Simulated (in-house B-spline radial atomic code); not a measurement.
## B3LYP (VWN-RPA) excitations of the fluorine ion F⁷⁺

Method: B3LYP (VWN-RPA). Computed with an all-electron radial atomic-structure program (B-spline basis): linear response of the closed shell 1s2 with the functional's adiabatic kernel; non-relativistic, point nucleus, no spin-orbit coupling, no double excitations, S, P, D and F terms only.

Command:
```bash
python run_td.py task.json out
```
Settings (radii: box in bohr, nucleus in fm):
```
Z                        9
electrons                2
configuration            1s2
hamiltonian              nr
method                   b3lyp
box_radius               12.81
intervals                47
```

Cost of the run: 1 thread of Intel(R) Xeon(R) 6975P-C (Granite Rapids) (shared host).

The lowest states, in the order of their Tamm-Dancoff energies; the method's threshold (minus the highest occupied level) is 911.15 eV. Labels give the largest channel, * marks a mixed state, and oscillator strengths are full-response dipole values. Semilocal kernels can invert the small singlet-triplet splittings of Rydberg terms. Energies in eV:

```csv
state,full response,Tamm-Dancoff,oscillator strength
1s → 2s 3S,698.93,698.98,-
1s → 2p 3P,709.75,709.79,-
1s → 2s 1S,712.47,712.60,-
1s → 2p 1P,?,?,?
1s → 3s 3S,824.67,824.68,-
1s → 3d 3D,827.49,827.49,-
1s → 3s 1S,827.47,827.50,-
1s → 3p 3P,827.69,827.71,-
1s → 3d 1D,?,?,-
1s → 3p 1P,829.76,829.76,0.138
1s → 4s 3S,863.84,863.84,-
1s → 4s 1S,864.92,864.93,-
1s → 4p 3P,865.01,865.02,-
1s → 4d 3D,865.08,865.08,-
1s → 4d 1D,865.76,865.76,-
1s → 4p 1P,865.84,865.84,0.0525
```

Task: Where does 1s → 3d 1D lie?

Result: At 829.12 eV in full response, 829.13 eV in Tamm-Dancoff.

Task: Where does 1s → 2p 1P lie?

Result: At 720.52 eV in full response, 720.57 eV in Tamm-Dancoff, oscillator strength 0.649.

Task: How large is the singlet-triplet splitting of 1s → 2s (S terms) in Tamm-Dancoff?

Result: 13.6 eV, from the unrounded values.

Task: What polarisabilities and dispersion coefficient does the method give?

Result: Dipole 0.001649 bohr³, quadrupole 8.055e-05 bohr⁵, C6 6.361e-05 hartree·bohr⁶ for two such species.
